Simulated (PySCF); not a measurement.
**Electron correlation in Er⁺ (erbium, charge +1)**

[Xe] 4f11 6s2, one real determinant (an excited configuration). All numbers are calculated (PySCF 2.14, scalar relativity by spin-free X2C-1e, in cc-pVDZ-X2C). Frozen: [Kr] 4d10; 21 electrons correlated.

| level | correlation energy (mhartree) |
| --- | --- |
| CCSD | -683.13 |
| (T) | -25.31 |
| CCSD(T) | -708.44 |

Diagnostics: T1 = 0.012, D1 = 0.0409, largest double amplitude 0.121.

The real determinant used has ⟨L²⟩ near 34 against 42 for a pure I term, so it mixes terms. Spin-orbit coupling, absent here, splits the open shell strongly.

Cost of the coupled-cluster step: roughly 40 core-seconds, for 21 correlated electrons.

The reference is one real determinant that mixes LS terms of this configuration.
